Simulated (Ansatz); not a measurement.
Saddle point of SiN₂H₅SF, singlet (SiN₂H₅SF ([NH2][Si]([NH2])([F])[SH]) → SiN₂H₄S ([NH2][Si]([NH2])[S]) + HF; bonds formed: F2–H4; bonds broken: Si1–F2, S3–H4), PBE0-D4/def2-TZVP structure:

```xyz
10
angstrom
Si -0.0658 -0.0359 0.3721
F 1.7960 -0.6198 -0.1875
S 0.5371 -0.5511 2.2135
H 1.7673 -0.7768 0.8496
N -0.1506 1.5548 -0.1561
N -1.0748 -0.9945 -0.5658
H -0.5069 1.8468 -1.0494
H 0.3380 2.2825 0.3365
H -1.4358 -0.7394 -1.4686
H -1.2043 -1.9666 -0.3441
```

Energies are electronic, without zero-point energy. Barriers and step energies count from the start structure reached by relaxing down the imaginary mode; all methods use the PBE0-D4 structures, on which another method's saddle can fall below an end. Ansatz 0.2.0; basis: def2-TZVPP, with def2-QZVPP for the basis limit; cores frozen in the correlated methods. B3LYP uses VWN-RPA correlation. Extrapolation: Hartree–Fock as exp(−7.88 √X), correlation as X^−2.97.

```tsv
method	barrier (kJ/mol)	step energy (kJ/mol)
SPW92	158.6	176.6
PBE-D4	169.0	163.6
BLYP-D4	181.6	164.2
r2SCAN-D4	187.7	181.9
B97M-V	198.1	183.1
PBE0-D4	?	176.8
B3LYP-D4	194.5	175.9
r2SCAN0-D4	197.5	188.3
BHLYP-D4	214.8	191.8
CAM-B3LYP-D4	200.1	187.4
wB97X-V	199.3	189.7
wB97M-V	?	184.5
B2PLYP	197.3	179.0
PBE-QIDH	?	185.9
RPA on PBE	203.8	185.1
HF	246.3	200.7
MP2	194.3	179.3
CCSD	213.0	189.7
CCSD(T)	203.5	184.8
```

(1) Fill in the withheld barriers. (An estimate is asked for; the value comes from the calculation.)

T1 diagnostic: at most 0.012.

## Answers

(1) Computed: PBE-QIDH 197.8; wB97M-V 192.7; PBE0-D4 186.4 kJ/mol. Each is the energy of the saddle less that of the start structure, by the same method.

For comparison, the barrier by CCSD(T) at an estimated basis limit (MP2 extrapolated from triple and quadruple zeta, plus CCSD(T) − MP2 in triple zeta) is 201.9 kJ/mol.

Labels in which every atom is bracketed show which atoms are joined, not bond orders.

For scale, one of the runs: CCSD(T)/def2-TZVPP, 247 basis functions, launched by `ansatz run in.yaml --threads 4 --pin off --events-out ev --progress --plain --max-ram 9574MiB`. The run took 2.6 min on 4 CPU threads of an Arm Neoverse V1 (shared host), with 5 GiB of host memory at its peak.
